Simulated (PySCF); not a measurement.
**Relaxation of quintet PtS(OH)₂**

Computed with UPBE0 in PySCF with Pt def2-SVP with ECP60, S def2-SVP, O def2-SVP, H def2-SVP; scalar-relativistic core potentials, no spin–orbit coupling; density-fitted integrals. A (50,194) grid was used.

A hand-made T-shaped (ligand arrangement 1) (heavy-atom frame) start, with no symmetry imposed:

```xyz
6
charge 0 multiplicity 5, angstrom
Pt    0.1316    0.0028   -0.1367
S    -1.9271    0.0028   -0.0648
O     0.1316    0.0028    1.7233
O     1.9905    0.0028   -0.0718
H    -0.6038    0.0028    2.3404
H     2.6072   -0.7326   -0.0503
```

(1) What does it relax to?

(2) How much energy is released, and in how many steps?

Results:

(1) It ends at C1 with O–H 0.967 Å, O–H 0.971 Å, Pt–O 1.950 Å, Pt–O 2.028 Å, Pt–S 2.173 Å; H–O–Pt 112.6°, H–O–Pt 117.7°, O–Pt–O 108.0°, O–Pt–S 101.9°, O–Pt–S 147.7° (after a last refinement on a finer grid). A frequency run shows a minimum. Other isomers or separated fragments may lie lower.

(2) 100.3 kJ/mol in 22 steps.

Open d and f shells are described by one determinant, and the ground state may have another occupation or spin. With an element this heavy the missing spin–orbit coupling can shift these numbers.
